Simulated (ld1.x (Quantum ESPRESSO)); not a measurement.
# O: one change to an ultrasoft potential, before and after

O, ultrasoft, made with ld1.x (Quantum ESPRESSO) 7.5 (PBEsol, scalar-relativistic). Core [He], reference 2s2 2p4. Waves: 2s (bound): rcut 0.80, rcutus 0.95 bohr; 2s channel at -0.45 Ry: rcut 0.80, rcutus 0.95 bohr; 2p (bound): rcut 1.20, rcutus 1.40 bohr; 2p channel at 0.8 Ry: rcut 1.20, rcutus 1.40 bohr. Local part: all-electron potential smoothed inside 0.80 bohr (lloc = -2). Core correction: none. Augmentation charge: built from norm-conserving waves at rcut, not smoothed further.

Change: type PAW; local potential all-electron potential smoothed inside 0.75 bohr (lloc = -2); core correction a·sin(br)/r model core, default radius (ld1.x builds one for every PAW set, though the input has nlcc=.false.); augmentation PSQ, inside the norm-conserving radii.

Cutoffs: the cutoffs (Ry, on a coarse ladder) from which the occupation-weighted sum of valence levels, in a spherical-Bessel basis at the reference potential, stays within 10 and 1 mRy of its value at 400 Ry; they do not see the model core or the augmentation charge, which bear on the density cutoff. Errors are all-electron minus pseudo energies relative to the spin-unpolarised reference configuration.

How do hardness, ghosts and transferability respond?

The potential gets softer (35 Ry and 70 Ry → 35 Ry and 60 Ry); of the 7 tests that both files solve, the error grows in 0 and shrinks in 6 by more than 15 % and 0.3 meV (median size 37.3 → 0.7 meV); neither file shows a bound ghost. Several settings change at once here, so the effects cannot be laid on one of them.

| quantity | base | changed |
| --- | --- | --- |
| cutoff, loose | 35 Ry | 35 Ry |
| cutoff, tight | 70 Ry | 60 Ry |
| bound ghosts | none | none |
| error for 2s2 2p3, meV [ΔE 16.36 eV] | +7.2 | -0.1 |
| error for 2s2 2p2, meV [ΔE 49.84 eV] | +69 | -0.7 |
| error for 2s2 2p1, meV [ΔE 103.54 eV] | +304 | -3.8 |
| error for 2s0 2p6, meV [ΔE 29.75 eV] | +37 | -1.7 |
| error for 2s2 2p4.3, meV [ΔE -2.11 eV] | +0.3 | +0.3 |
| error for 2s2 2p3.5, meV [ΔE 6.25 eV] | +0.9 | -0.1 |
| error for 2s2 2p0, meV [ΔE 180.19 eV] | +981 | -6.4 |
| s: phases at 1.55 bohr within 0.05 rad from the reference energy up to (Ry; the scan ends near 5) | to the end of the scan | to the end of the scan |
| p: phases at 1.55 bohr within 0.05 rad from the reference energy up to (Ry; the scan ends near 5) | to the end of the scan | to the end of the scan |
| lowest overlap eigenvalue by channel | s 0.54, p 1.00 | s 0.55, p 1.00 |
